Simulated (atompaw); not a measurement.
## arsenic (As): one change to a PAW (atompaw) potential, before and after

| Property | Result |
| --- | --- |
| Element | arsenic (As) |
| Generator | atompaw 4.2.0.5 |
| Type | PAW |
| Functional | LDA (PW92) |
| Relativity | scalar-relativistic |
| Frozen core | [Ne] 3s2 |
| Valence charge | 21 |
| Reference configuration | 3p6 3d10 4s2 4p2 (charge +1) |
| Partial waves | 4s (bound): rc 1.50 bohr; 4s channel at -0.4 Ry: rc 1.50 bohr; 3p (bound): rc 0.90 bohr; 4p (bound): rc 1.05 bohr; 3d (bound): rc 1.50 bohr; 3d channel at -1.9 Ry: rc 1.15 bohr |
| Local potential | bessel scheme, radius 1.20 bohr |
| Core correction | smooth core density matched at 0.80 bohr |
| Augmentation charge | sinc compensation charge, radius 1.50 bohr; PAW radius 1.50 bohr; waves and projectors: custom rrkj gramschmidtortho |

Change: all radii scaled by about 1.18 (s 1.78, p 1.06, d 1.78 bohr); local potential bessel scheme, radius 1.42 bohr; augmentation sinc compensation charge, radius 1.78 bohr; PAW radius 1.78 bohr; waves and projectors: custom rrkj gramschmidtortho; core correction smooth core density matched at 0.94 bohr.

Cutoffs: the cutoffs (Ry, on a coarse ladder) from which the occupation-weighted sum of valence levels, in a spherical-Bessel basis at the reference potential, stays within 10 and 1 mRy of its value at 400 Ry; they do not see the model core or the augmentation charge, which bear on the density cutoff.

Question: What does the change do?

Answer: The potential gets softer (160 Ry and 260 Ry → 100 Ry and 160 Ry); neither file shows a bound ghost. A larger radius leaves more room for a smooth pseudo-wave, so fewer plane waves are needed.

| quantity | base | changed |
| --- | --- | --- |
| cutoff, loose | 160 Ry | 100 Ry |
| cutoff, tight | 260 Ry | 160 Ry |
| loose cutoff by channel (10 mRy a level) | s 15 Ry, p 110 Ry, d 40 Ry | s 6 Ry, p 70 Ry, d 30 Ry |
| bound ghosts | none | none |
| lowest overlap eigenvalue by channel | s 0.48, p 0.12, d 0.50 | s 0.40, p 0.60, d 0.08 |

 The cutoffs see the waves, projectors and local potential, not the compensation charge or the core.
